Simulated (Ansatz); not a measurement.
C₃H₆Se (`CC(C)=[Se]`), relaxed with RKS PBE0-D4/def2-TZVP in Ansatz from a PBE-D4/def2-SVP geometry. The force threshold is 0.005 eV/Å; the program also tests the step.

The species carries charge 0 and has multiplicity 1.

Start:

```xyz
10

C     0.825   -0.412   -0.897
C     0.340   -0.089    0.486
C    -1.050    0.470    0.576
Se    1.353   -0.352    1.934
H     1.838   -0.853   -0.892
H     0.121   -1.112   -1.402
H     0.834    0.509   -1.523
H    -1.783   -0.261    0.165
H    -1.334    0.721    1.613
H    -1.144    1.379   -0.061
```

Task: By how much does the energy fall, and how many steps does the optimiser take? (An estimate is asked.)

Result: Ansatz gave: 0.97 kcal/mol, in 10 steps, 1 of them rejected.

Task: Which bonds change most? (An estimate is asked.)

Result: Ansatz gave: C2–Se4 from 1.787 to 1.765 Å; C1–H5 from 1.104 to 1.087 Å; C3–H9 from 1.104 to 1.087 Å; C1–H7 from 1.114 to 1.097 Å.

Task: Give the relaxed structure. (Estimate.)

Result: Computed: 
```xyz
10

C     0.814   -0.413   -0.889
C     0.339   -0.088    0.484
C    -1.039    0.471    0.568
Se    1.340   -0.348    1.915
H     1.823   -0.818   -0.889
H     0.132   -1.132   -1.359
H     0.783    0.487   -1.516
H    -1.754   -0.233    0.125
H    -1.332    0.687    1.592
H    -1.106    1.387   -0.031
```
